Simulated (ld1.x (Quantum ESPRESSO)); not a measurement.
# O (Z = 8) PAW: all-electron and pseudo phase curves

- Element: oxygen
- Generator: ld1.x (Quantum ESPRESSO) 7.5
- Type: PAW
- Functional: BLYP
- Relativity: fully relativistic
- Frozen core: [He]
- Valence charge: 6
- Reference configuration: 2s2 2p4
- Partial waves: 2s (bound): rcut 0.70, rcutus 0.85 bohr; 2s channel at -0.4 Ry: rcut 0.70, rcutus 0.85 bohr; 2p (bound): rcut 1.10, rcutus 1.35 bohr; 2p channel at -0.2 Ry: rcut 1.10, rcutus 1.35 bohr; 3d channel at 0.3 Ry: rcut 1.50, rcutus 1.70 bohr; 3d channel at 0.7 Ry: rcut 1.50, rcutus 1.70 bohr
- Local potential: all-electron potential smoothed inside 0.70 bohr (lloc = -2)
- Core correction: Bessel-smoothed model core inside 0.45 bohr
- Augmentation charge: PSQ, radius 0.75 bohr

Open shells are filled in proportion to 2j + 1 (rel_dist='average').

The phase is arctan(r·u′/u) with u = r·R(r), unwrapped; energies in Ry, scanned from -4 to 5 Ry. A pole is an energy at which the radial function vanishes at the test radius. The pseudo phase is shifted by a multiple of π to meet the all-electron one at the reference energy, and phase errors are pseudo minus all-electron; the curves can meet again beyond the range given. Levels narrower than the energy grid can be missing from the lists of poles.

Task: For each channel, where are the poles, and over which energies does the pseudopotential scatter like the atom?

Result:

```csv
channel,radius (bohr),reference energy (Ry),"poles, all-electron","poles, pseudo",unbroken range about the reference energy with phases within 0.05 rad,phase error 1 Ry above the reference energy (rad)
s,1.85,-1.75,-1.04,-1.04,the whole range,-0.000
p1/2,1.85,-0.67,0.09,0.09,the whole range,-0.000
p3/2,1.85,-0.66,0.09,0.09,the whole range,-0.000
d3/2,1.85,0.30,none,none,the whole range,+0.000
d5/2,1.85,0.30,none,none,the whole range,-0.000
```

The ghost test of this file was not conclusive.

Phases in the p3/2 channel:

| E (Ry) | all-electron | pseudo |
| --- | --- | --- |
| -4.00 | 1.282 | 1.282 |
| -3.76 | 1.270 | 1.270 |
| -3.52 | 1.257 | 1.257 |
| -3.28 | 1.242 | 1.242 |
| -3.04 | 1.224 | 1.224 |
| -2.80 | 1.202 | 1.202 |
| -2.56 | 1.176 | 1.176 |
| -2.32 | 1.141 | 1.141 |
| -2.08 | 1.096 | 1.096 |
| -1.84 | 1.031 | 1.031 |
| -1.60 | 0.932 | 0.932 |
| -1.36 | 0.758 | 0.758 |
| -1.12 | 0.408 | 0.408 |
| -0.88 | -0.277 | -0.277 |
| -0.64 | -0.949 | -0.949 |
| -0.40 | -1.291 | -1.291 |
| -0.16 | -1.464 | -1.464 |
| 0.08 | -1.567 | -1.567 |
| 0.32 | -1.638 | -1.638 |
| 0.56 | -1.692 | -1.692 |
| 0.80 | -1.738 | -1.738 |
| 1.04 | -1.778 | -1.778 |
| 1.28 | -1.818 | -1.818 |
| 1.52 | -1.857 | -1.857 |
| 1.76 | -1.899 | -1.899 |
| 2.00 | -1.946 | -1.946 |
| 2.24 | -1.999 | -2.000 |
| 2.48 | -2.063 | -2.064 |
| 2.72 | -2.143 | -2.144 |
| 2.96 | -2.245 | -2.248 |
| 3.20 | -2.380 | -2.385 |
| 3.44 | -2.563 | -2.571 |
| 3.68 | -2.806 | -2.819 |
| 3.92 | -3.106 | -3.124 |
| 4.16 | -3.423 | -3.444 |
| 4.40 | -3.704 | -3.724 |
| 4.64 | -3.922 | -3.940 |
| 4.88 | -4.083 | -4.099 |
